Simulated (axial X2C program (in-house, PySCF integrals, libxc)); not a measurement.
## Spin–orbit effects down a group: molecules with Fe, PBE0

All values come from calculations with an in-house relativistic program for diatomic molecules, spin-free (one-electron X2C) or two-component (2c: spin–orbit coupling with atomic mean-field Coulomb and Gaunt terms, which also bring small scalar terms), in Dyall basis sets with cores contracted in-house; open shells are unrestricted.

Basis sets: C dyall-v3z, Fe dyall-cv3z, Si dyall-v3z, Sn dyall-cv3z.

```
molecule  spin-free state  Re (Å)  ωe (cm⁻¹)  De (eV)  2c state  Re 2c (Å)  ωe 2c (cm⁻¹)  De 2c (eV)
     FeC   M_S = 1, Λ = 2   1.667      536.7     3.25     Ω = 3      1.666         535.7         n/a
    FeSi   M_S = 1, Λ = 0   2.191      371.0     2.17     Ω = 1      2.191         370.9         n/a
    FeSn   M_S = 3, Λ = 2   2.684      180.4     0.76     Ω = 2      2.571         207.3         n/a
```

Each entry is the lowest single determinant of a limited PBE0 search at one distance. De goes to single-determinant-based atoms at the same level (for ions the charge split of lowest energy) and is withheld (n/a) where an atom does not fit its ground term or J level. Main or longest-lived isotopes. One determinant is a doubtful description, or other states lie close, for FeC, FeSi, FeSn; these need not be ground states, and all values refer to the states named. Some open-shell Ω = 0 determinants are out of reach, so the Ω given for FeSi, FeSn need not be the lowest component. With several unpaired electrons the Ω given is that of one determinant, not necessarily of the lowest component. The functionals have no current term, which raises determinants with orbital currents. Where the atoms have a lower orbital projection than the molecule, De at mean-field level may be about a tenth of an eV too small. The lowest determinant changes configuration between the Hamiltonians for FeSn, so two states are compared there.
